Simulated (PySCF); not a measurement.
**Nonlinear optical response: `COC1=CC=CC12C=CC=C2`, C10H10O**

Cartesian coordinates in Å; atom numbers follow the order of the lines, from 1:
```xyz
21

C     2.386    0.791   -0.197
O     1.023    0.604    0.075
C     0.442   -0.444   -0.504
C     0.940   -1.395   -1.333
C    -0.154   -2.311   -1.665
C    -1.292   -1.931   -1.053
C    -1.030   -0.682   -0.236
C    -1.907    0.483   -0.631
C    -2.624    0.887    0.434
C    -2.279    0.056    1.594
C    -1.353   -0.851    1.231
H     2.705    1.686    0.350
H     2.559    0.939   -1.278
H     2.982   -0.076    0.139
H     1.963   -1.478   -1.698
H    -0.045   -3.178   -2.319
H    -2.271   -2.404   -1.101
H    -1.926    0.889   -1.643
H    -3.350    1.702    0.447
H    -2.712    0.166    2.589
H    -0.885   -1.615    1.851
```

Computed with quadratic response CAM-B3LYP/def2-SVPD first hyperpolarisability, Taylor convention, gas phase in PySCF 2.14.0. Geometry: PBE0-D3(BJ)/def2-SVP.

Q: What is the first hyperpolarisability, and how does it disperse?

A: In au, Taylor convention; the vector part is βᵢ = ⅓ Σⱼ (βᵢⱼⱼ + βⱼᵢⱼ + βⱼⱼᵢ); β∥ is 3/5 of the vector part along the dipole, the dipole points from − to +:
```csv
process,λ (nm),β vector norm,β∥,β HRS,depolarisation ratio
"static β(0;0,0)",∞,145.8,46.4,62.5,4.50
"second harmonic β(−2ω;ω,ω)",1907,157.6,52.0,67.4,4.53
"Pockels β(−ω;ω,0)",1907,149.5,48.2,–,–
"second harmonic β(−2ω;ω,ω)",1064,191.7,68.7,81.9,4.58
"Pockels β(−ω;ω,0)",1064,158.4,52.5,–,–
```

Q: Which lowest excitations, dipole and polarisabilities go with it?

A: S1 4.23 eV (f = 0.007); S2 4.49 eV (f = 0.068); S3 5.28 eV (f = 0.053); dipole 1.33 D; isotropic α 114.9 au static, 115.3 au at 1907 nm, 116.2 au at 1064 nm, 116.6 au at 953.5 nm, 120.7 au at 532 nm.
